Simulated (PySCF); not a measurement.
## Radial density of Br²⁺ (bromine, charge +2)

PBE, [Ar] 3d10 4s2 4p3, high-spin 4S determinant. Computed with PySCF 2.14 in jorge-DZP-DKH (8s6p2d1f, 43 functions), with the spin-free X2C one-electron Hamiltonian (Gaussian nucleus).

| r (bohr) | 4πr²ρ (e/bohr) | 4πr²(ρα − ρβ) |
| --- | --- | --- |
| 0.000743 | 0.3718 | 0.0000 |
| 0.00125 | 0.8960 | 0.0000 |
| 0.00210 | 2.136 | 0.0000 |
| 0.00353 | 4.947 | 0.0000 |
| 0.00595 | 10.79 | 0.0000 |
| 0.0100 | 21.23 | 0.0005 |
| 0.0168 | 35.07 | 0.0035 |
| 0.0283 | 43.46 | 0.0185 |
| 0.0476 | 38.01 | 0.0701 |
| 0.0800 | 38.69 | 0.1577 |
| 0.135 | 51.48 | 0.1069 |
| 0.226 | 32.90 | -0.0068 |
| 0.381 | 32.89 | 0.3910 |
| 0.641 | 24.73 | 0.0291 |
| 1.08 | 6.062 | 1.0628 |
| 1.81 | 3.115 | 1.8494 |
| 3.05 | 0.4344 | 0.3438 |
| 5.13 | 0.008175 | 0.0079 |

Densities and radii are taken from the X2C orbitals without a picture-change correction, which distorts them close to the nucleus.

Where is the radial spin density 4πr²(ρα − ρβ) most negative, and why is it negative at all?

Around r = 0.226 bohr, down to -0.0068 e/bohr: exchange with the open shell polarises the paired shells in an unrestricted calculation.
